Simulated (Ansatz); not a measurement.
(LiSH)2 ring (Li₂H₂S₂) was relaxed with PBE-D4 (def2-TZVP) in Ansatz in these states: charge +1 doublet, neutral singlet. The geometries follow in no particular order.

A:

```csv
atom,x (Å),y (Å),z (Å)
Li1,0.9447,-0.6463,-1.6155
S2,-0.9864,0.6179,-0.9656
Li3,-0.3029,1.6142,1.1058
S4,1.3513,-0.0678,0.6758
H5,-1.7231,-0.4012,-0.4567
H6,0.7165,-1.1168,1.2562
```

B:

```xyz
6

Li   -0.8888   -0.9939    0.2401
S     1.2795   -1.0640    1.0658
Li    0.6610    1.0896    0.4595
S    -1.5711    1.1865   -0.1701
H     1.9065   -1.4093   -0.0837
H    -1.3872    1.1910   -1.5116
```

**Question.** Judge from the bond lengths which geometry belongs to which state (an estimate).

**Answer.** A is the charge +1 doublet (Li1–Li3 3.751 Å, Li3–S4 2.398 Å, Li1–S4 2.398 Å); B is the neutral singlet (Li1–Li3 2.606 Å, Li3–S4 2.321 Å, Li1–S4 2.321 Å).
